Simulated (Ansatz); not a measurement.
Born–Oppenheimer molecular dynamics of ClFH4O3Zr (10 atoms, charge 0, multiplicity 1). It starts at the highest image of a converged band, a first-order saddle point between two minima.

All numbers below come from RKS BLYP-D4/def2-SVP in Ansatz.

```
ensemble                      : NVE (velocity Verlet)
time step                     : 0.5 fs
steps asked                   : 200
starting velocities drawn for : 100 K
seed                          : 5503
```

First frame:

```xyz
10
Properties=species:S:1:pos:R:3
Zr 0.068 0.238 0.064
Cl 0.641 -0.355 2.738
O 1.722 -0.278 -0.785
H 2.306 -0.688 -1.441
O -0.902 1.396 -1.151
H -1.598 1.601 -1.794
O -1.104 -1.306 0.115
H -1.498 -2.103 0.498
F 0.599 1.887 1.335
H 0.745 1.079 2.239
```

Question: How far do the bonds stretch over the last three quarters of this one trajectory? (Pairs bonded in most of those frames.)

Answer: 
```tsv
bond	mean (Å)	spread (Å)	shortest	longest
Zr1–Cl2	2.941	0.129	2.78	3.20
Zr1–O3	1.944	0.011	1.93	1.96
Zr1–O5	1.947	0.009	1.93	1.96
Zr1–O7	1.949	0.016	1.92	1.97
Zr1–F9	2.047	0.038	2.00	2.10
Cl2–H10	1.373	0.037	1.31	1.44
O3–H4	0.970	0.003	0.96	0.98
O5–H6	0.972	0.006	0.96	0.98
O7–H8	0.968	0.019	0.94	1.00
```

Mean temperature of the second half: 150 K. The conserved energy stayed within 0.071 meV per atom of its start (net change 0.0088 meV per atom), so the integration is sound. The kinetic energy rose, since the run started high on the potential surface and went downhill. A run of 0.1 ps of so small a system gives no equilibrium averages. The orbitals stay closed-shell, which can raise the energy where a bond breaks towards radicals; this wasn't checked here.

Time of the run: 6.4 min on 4 threads of Arm Neoverse V1, on a shared host, peak memory 0.18 GiB.
